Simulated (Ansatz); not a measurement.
Energy difference R1 → P1 + P2, each structure at its B3LYP-D3(BJ)/def2-TZVP stationary point, reached from a drawn start (curvature not checked).
R1: CH4 (SMILES C), charge 0, multiplicity 1.
P1, CH3 (SMILES [CH3]) (charge 0, multiplicity 2):
```xyz
4

C      0.000     0.000     0.000
H      1.068    -0.147     0.029
H     -0.661    -0.852    -0.043
H     -0.407     0.999     0.013
```
P2: H atom, charge 0, multiplicity 2.

P less R. No zero-point or thermal terms; singlets are restricted closed shells; open shells are unrestricted.

Cores are frozen in the correlated methods. CBS: X⁻³ extrapolation of the correlation energy, Hartree–Fock from the larger set.

Programs: Ansatz (Gaussian basis) for Hartree–Fock, density functionals and correlated methods. Each number belongs to the level named beside it.

| level | reaction energy (eV) |
|---|---|
| SVWN5/def2-TZVPP | 5.347 |
| PBE/def2-TZVPP | 4.781 |
| revPBE/def2-TZVPP | 4.683 |
| r2SCAN/def2-TZVPP | 4.679 |
| B97M-V/def2-TZVPP | 4.864 |
| MP2/cc-pVQZ | 4.835 |
| MP2/CBS(cc-pVTZ, cc-pVQZ) | 4.867 |
| CCSD(T)/cc-pVTZ | 4.825 |
| CCSD(T)/CBS(cc-pVTZ, cc-pVQZ) | ? |

Q: Some entries are withheld; supply them.

A: 
- CCSD(T)/CBS(cc-pVTZ, cc-pVQZ), reaction energy (eV): 4.883

Ansatz is an electronic-structure program.
